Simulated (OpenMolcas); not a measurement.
As+: Slater's ratio, the spin-orbit constant, thermal populations, worked from levels

| Quantity | Value |
| --- | --- |
| Program | OpenMolcas 26.06 |
| Basis | ANO-RCC [9s8p6d4f2g] |
| Scalar Hamiltonian | DKH2, point nucleus |
| Active space | 4 electrons in 8 orbitals (4s 4p 5s 5p) |
| State averaging | 2S+1 = 3 even, 3 roots; 2S+1 = 1 even, 6 roots; 2S+1 = 5 odd, 1 root; 2S+1 = 3 odd, 9 roots; 2S+1 = 1 odd, 8 roots |
| Spin-orbit coupling | RASSI with atomic mean-field integrals over the reference wave functions, term energies averaged over their components |

Methods: CASSCF; SS-CASPT2, IPEA 0.25 Eh, imaginary shift 0.1 Eh (closed shells correlated: 3d). Measured levels: NIST Handbook of Basic Atomic Spectroscopic Data.

**Slater's ratio.** With one set of orbitals, p2 has ¹D - ³P = 6 F2 and ¹S - ¹D = 9 F2 (F2 = F²/25), a ratio of 3/2. Term energies are centres of gravity, weighted by 2J + 1.

```csv
Source,¹D - ³P,¹S - ³P,F2 from the first,Ratio
CASSCF,10628,19728,1771,0.856
SS-CASPT2,8320,20372,1387,1.449
measured,8329,20832,1388,1.501
```

Energies in cm-1. A ratio away from 3/2 shows effects beyond one configuration with one set of orbitals, and in heavier atoms second-order spin-orbit shifts. In CASSCF the valence s occupation is 1.91 in ¹S against 1.97 in ¹D: mixing out of s² acts most on ¹S and pulls it down.

**The spin-orbit constant.** For the Hund term ³P of p2, E(J) = (A/2) J(J+1) + constant and ζ = 2S·A = 2A. From J = 0 to J = 2 the energy changes by 3 A.

| Source | E(2) - E(0) | A | ζ |
| --- | --- | --- | --- |
| CASSCF | 2214.4 | 738.1 | 1476 |
| SS-CASPT2 | 2177.7 | 725.9 | 1452 |
| measured | 2541.3 | 847.1 | 1694 |

All in cm-1. SS-CASPT2 is off by -14.3 % and CASSCF by -12.9 %. Both methods take the spin-orbit matrix elements from the reference wave functions, so the second can move ζ only through the term energies and any multistate remixing. Second-order mixing with other terms is absorbed into this ζ.

**Thermal populations.** Z = Σ (2J + 1) exp(-E/kT) with k = 0.695035 cm-1/K, over the levels below. No other level of either list lies under 71400 cm-1, which is above 7 kT at each temperature.

| Level | 2J + 1 | SS-CASPT2 | measured |
| --- | --- | --- | --- |
| 4s² 4p² ³P₀ | 1 | 0.0 | 0.0 |
| 4s² 4p² ³P₁ | 3 | 895 | 1063 |
| 4s² 4p² ³P₂ | 5 | 2180 | 2541 |
| 4s² 4p² ¹D₂ | 5 | 9830 | 10096 |
| 4s² 4p² ¹S₀ | 1 | 21880 | 22599 |
| 4s 4p³ ⁵S°₂ | 5 | 52010 | 54817 |

| T (K) | Z, SS-CASPT2 | Z, measured levels | Ground level (%), SS-CASPT2 | Ground level (%), measured levels |
| --- | --- | --- | --- | --- |
| 5000 | 6.286 | 5.891 | 15.9 | 17.0 |
| 8000 | 7.806 | 7.475 | 12.8 | 13.4 |
| 12000 | 9.166 | 8.892 | 10.9 | 11.2 |

At 12000 K, kT = 8340 cm-1, and the computed levels give Z = 1.000 + 2.695 + 3.850 + 1.539 + 0.073 + 0.010 = 9.166.

CASPT2 does not keep the components of a term degenerate, so their means are used; among the terms shown or strongly mixed into the levels shown the widest spread is 53 cm-1 (4s² 4p² ¹D, SS-CASPT2). Over all roots computed the reference weight is 0.83 to 0.97 in SS-CASPT2; the roots of lowest weight are the least certain, and an intruder state may touch them. The run also gave levels led by 4s² 4p 5s, which use shells meant for correlation; these and all levels above them are left out. Terms of s pⁿ other than that of highest spin mix with s² pⁿ⁻² d, which this space lacks; all of them can be thousands of cm-1 off, and some have no real level of that name. Without dynamic correlation excited terms often stand tens of per cent too high (terms of higher spin than the ground term too low), and those without a measured partner can miss by more than the paired ones (holds for CASSCF). Measured partners are found by configuration, term and J. A level has none where our copy of the source lacks it or the pairing is in doubt (some pairs that miss far off the trend of their configuration count as doubtful), and it then counts in no deviation. Levels of configurations outside the active space are missing.

° marks odd parity.
